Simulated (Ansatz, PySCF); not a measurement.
Gas-phase reaction 4 R1 → 2 P1 + P2, each structure at its B3LYP-D3(BJ)/def2-SVP stationary point, reached from a drawn start (curvature not checked).
R1: AlBr2 (SMILES [Br][Al][Br]), charge 0, multiplicity 2.
P1: AlBr (SMILES [Al][Br]), charge 0, multiplicity 1.
P2, Al2Br6 (SMILES [Br][Al-]1([Br])[Br+][Al-]([Br])([Br])[Br+]1) (charge 0, multiplicity 1):
```xyz
8

Al     1.69084    -0.00157     0.00120
Al    -1.69084     0.00156    -0.00097
Br     0.00165     1.77876     0.00512
Br    -0.00166    -1.77878    -0.00212
Br     2.77697    -0.00659     1.96986
Br     2.77615     0.00137    -1.96792
Br    -2.77948    -0.00139     1.96631
Br    -2.77363     0.00665    -1.97147
```

P less R. No zero-point or thermal terms; singlets are restricted closed shells; open shells are unrestricted; no spin–orbit coupling.

The values were computed with Ansatz (a first-principles code) with Gaussian orbitals; PySCF for the D3/D4 terms. No computed number here is a measurement.

Problem. One of these levels gives -401.5 kJ/mol for the reaction energy. Name it.
A. BLYP-D4/def2-TZVPP
B. PBE/def2-TZVPP
C. HF/def2-SVP

Solution. B, PBE/def2-TZVPP. The others give -306.6 (HF/def2-SVP), -436.8 (BLYP-D4/def2-TZVPP)
